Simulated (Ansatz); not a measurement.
Al₂P₂⁺, relaxed as a doublet with UKS B3LYP-D4/def2-TZVP in Ansatz, starting from the GFN2-xTB geometry. Force threshold 0.02 eV/Å.

The relaxation made no stability test and no search for a lower SCF solution. The structure comes from a short search, and lower isomers may exist.

Start:

```csv
atom,x (Å),y (Å),z (Å)
Al1,0.912,1.958,-0.319
Al2,-0.913,-1.957,0.317
P3,0.958,-0.439,0.053
P4,-0.957,0.439,-0.052
```

(1) Estimate the energy that the relaxation releases and the steps that it takes.

(2) Does the start keep its bonding and symmetry?

(3) Predict the relaxed structure.

## Answers

(1) 0.01 eV, in 3 steps; 6.5 s on 4 threads of Arm Neoverse V1 on a shared host. No frequencies were taken in this run, so the end may be a saddle point.

(2) By distances, no bond broke or formed. The bond that changes most is Al1–P4, from 2.42 to 2.44 Å (atoms count from 1). Point group D2h at the start, D2h at the end, both within 0.05 Å.

(3) 
Cartesian coordinates in Å:
```
Al 0.920 1.972 -0.320
Al -0.920 -1.972 0.320
P 0.965 -0.442 0.053
P -0.965 0.442 -0.053
```
Bond lengths (bridged metal pairs left out): 4 × Al–P 2.44 Å; 1 × P–P 2.13 Å.
